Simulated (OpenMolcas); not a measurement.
## 3d5 along the 23-electron sequence

```json
{
 "Program": "OpenMolcas 26.06",
 "Method": "MS-CASPT2, IPEA 0.25 Eh, imaginary shift 0.1 Eh",
 "Basis": "ANO-RCC-VQZP",
 "Scalar Hamiltonian": "DKH2, point nucleus",
 "Spin-orbit coupling": "RASSI with atomic mean-field integrals over the reference wave functions, term energies averaged over their components"
}
```

Active space for each ion: 5 electrons in 5 orbitals (3d); closed shells correlated by CASPT2: 3s 3p.

Computed levels in cm-1 above 6S 5/2:

| Level | Fe3+ | Co4+ | Ni5+ | Cu6+ |
| --- | --- | --- | --- | --- |
| 4G 5/2 | 33100 | 38420 | 42990 | 47700 |
| 4G 7/2 | 33130 | 38470 | 43070 | 47820 |
| 4G 11/2 | 33140 | 38480 | 43100 | 47860 |
| 4G 9/2 | 33150 | 38490 | 43120 | 47890 |
| 4P 5/2 | 36550 | 42360 | 47360 | 52390 |
| 4P 3/2 | 36620 | 42490 | 47550 | 52680 |
| 4P 1/2 | 36700 | 42630 | 47790 | 53030 |
| 4D 7/2 | 39800 | 46110 | 51550 | 57160 |
| 4D 1/2 | 39890 | 46250 | 51780 | 57510 |
| weight of 6S in the lowest level (%) | 100 | 100 | 100 | 100 |

Measured, with the error of the calculation in %. Measured levels: Fe3+ from Corliss and Sugar, J. Phys. Chem. Ref. Data 11, 135 (1982); Co4+ from Sugar and Corliss, J. Phys. Chem. Ref. Data 10, 1097 (1981); Ni5+ from Corliss and Sugar, J. Phys. Chem. Ref. Data 10, 197 (1981); Cu6+ from the list in Gamrath, thesis, University of Mons (2023).

| Level | Fe3+ | Co4+ | Ni5+ | Cu6+ |
| --- | --- | --- | --- | --- |
| 4G 11/2 | 32246 (+2.8) | 37218 (+3.4) | 41921 (+2.8) |  |
| 4P 5/2 | 35254 (+3.7) | 40753 (+3.9) | 45884 (+3.2) | 50732 (+3.3) |
| 4P 3/2 | 35333 (+3.6) | 40891 (+3.9) | 46104 (+3.1) | 51067 (+3.2) |
| 4P 1/2 | 35407 (+3.7) | 41024 (+3.9) | 46325 (+3.2) | 51407 (+3.2) |
| 4D 7/2 | 38779 (+2.6) | 44709 (+3.1) | 50331 (+2.4) | 55742 (+2.5) |
| 4D 1/2 | 38897 (+2.5) | 44908 (+3.0) |  | 56210 (+2.3) |

4G 5/2 changes by a factor of 1.44 over the same range, with steps per unit of Z of +5320, +4570, +4710 cm-1.

CASPT2 breaks the degeneracy within a term, and the mean is taken; among the terms shown or strongly mixed into the levels shown the widest spread is 340 cm-1 (3d5 4G, Cu6+). Blocks of more than 70 roots (2S+1 = 2 even) ran without multistate coupling. Computed and measured levels are paired by configuration, term and J; levels that our copy of the source lacks, or whose pairing is in doubt (as where it misses far off the trend of its configuration), stay unpaired and out of the deviations. Only configurations of the active space appear.
